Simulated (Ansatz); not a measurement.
H$_{2}$, triplet, at a GFN2-xTB geometry (a higher spin typed on purpose: for a closed-shell molecule this is an excited state); SC-NEVPT2/cc-pVDZ, CASSCF(2,3) run with Ansatz (a program for electronic structure).

Input for Ansatz:
Ansatz 0.2 input:
```yaml
crystal:
  periodic: [false, false, false]
  atoms:
    - {symbol: H, position_ang: [-0.00000000, -0.00000000, -1.77061377]}
    - {symbol: H, position_ang: [0.00000000, 0.00000000, 1.77061377]}
basis:
  gaussian:
    orbitals: cc-pVDZ
correlation: {method: sc_nevpt2, electrons: all, active_space: {window: {electrons: 2, orbitals: 3}}}
magnetization: {spin_polarized: false, initial_magnetization: 2}
```

What the program printed (banner, timings and long lists left out):

```
Functional definition: HF
85 factors; integrals over basis functions are off by at most 2.2e-4 eV
mean field evaluation 1: about -26.6616 eV, gradient 6.1e0 eV
mean field evaluation 2: about -26.6623 eV, gradient 6.1e0 eV
mean field evaluation 4: about -27.1695 eV, gradient 6.4e-2 eV
mean field evaluation 8: about -27.1694 eV, gradient 1.2e-7 eV
mean field -27.16935488 eV, -0.9984553757 hartree, gradient 1.2e-7 eV, S^2 2.000000; 0 other end points of the search recorded, 0 dependent functions left out
reference -27.16935488 eV, -0.9984553757 hartree; 2, 0 occupied and 8, 10 virtual orbitals, 85 factors
state -27.16935488 eV, -0.9984553757 hartree
state -27.16935488 eV, -0.9984553757 hartree; corrected -27.16947831 eV, -0.9984599119 hartree
WARN: 1 active orbitals are nearly empty or full. The corrections depend on them more than the energy does, and are more stable in an active space without them
Total energy: -27.16947831 eV, -0.9984599119 hartree
```
